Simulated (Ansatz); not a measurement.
`[BH2][GeH2][PH2]` + HCl → `[BH2][GeH2][Cl]` + PH₃ at 600 K and 1 bar (cleavage of the Ge–P bond).

Calculated with Ansatz (gas phase, PBE0-D4/def2-TZVP geometries, no zero-point term in ΔE). CBS: MP2 limit from def2 TZ/QZ plus the TZ coupled-cluster correction, frozen cores. This one scheme is used for every species. For Ge outer-core shells are correlated without core-valence functions, which leaves a few kJ/mol of doubt a bond. Scalar relativity is left out up to krypton. One conformer a species, not always the lowest.

```json
{"species": "`[BH2][GeH2][PH2]`", "CCSD(T)/CBS energy (Eh)": "-2445.41219", "H − E (kJ/mol)": "196.8", "S (J/(mol·K))": "425.8"}
{"species": "HCl", "CCSD(T)/CBS energy (Eh)": "-460.38127", "H − E (kJ/mol)": "35.4", "S (J/(mol·K))": "207.2"}
{"species": "`[BH2][GeH2][Cl]`", "CCSD(T)/CBS energy (Eh)": "-2563.08808", "H − E (kJ/mol)": "143.6", "S (J/(mol·K))": "385.7"}
{"species": "PH₃", "CCSD(T)/CBS energy (Eh)": "-342.72256", "H − E (kJ/mol)": "86.3", "S (J/(mol·K))": "240.2"}
```

H − E and S are ideal-gas, rigid-rotor, harmonic terms from PBE0-D4/def2-TZVP, for one conformer and one mirror image of each species. 1 Eh = 2625.50 kJ/mol, R = 8.31446 J/(mol·K).

Task: By hand: ΔE, ΔH, ΔS and ΔG.

Result: ΔE = (-2563.08808) + (-342.72256) − (-2445.41219) − (-460.38127) = -0.01718 Eh = -45.1 kJ/mol. Δ(H − E) = 143.6 + 86.3 − 196.8 − 35.4 = -2.3, so ΔH = -47.4 kJ/mol. ΔS = 385.7 + 240.2 − 425.8 − 207.2 = -7.1 J/(mol·K). ΔG = -47.4 − 600 × (-7.1)/1000 = -43.1 kJ/mol.

Task: By hand: the equilibrium constant, and the temperature at which ΔG would vanish if ΔH and ΔS stayed fixed.

Result: log₁₀ K = −ΔG/(RT ln 10) = 3.8. ΔG = 0 at ΔH/ΔS = 6676 K, far beyond where these terms or the molecules hold.

The number of gas molecules stays the same, so ΔS is small and ΔH decides. A doubt of 5 kJ/mol in ΔE shifts log₁₀ K by 0.4 here. Other conformers and mirror images would add mixing entropy, several J/(mol·K) or more a flexible species. These are equilibria of isolated gas molecules and say nothing of rates. Largest T1 diagnostic: 0.013 (customary marks: 0.02 for closed shells, 0.045 for open ones).
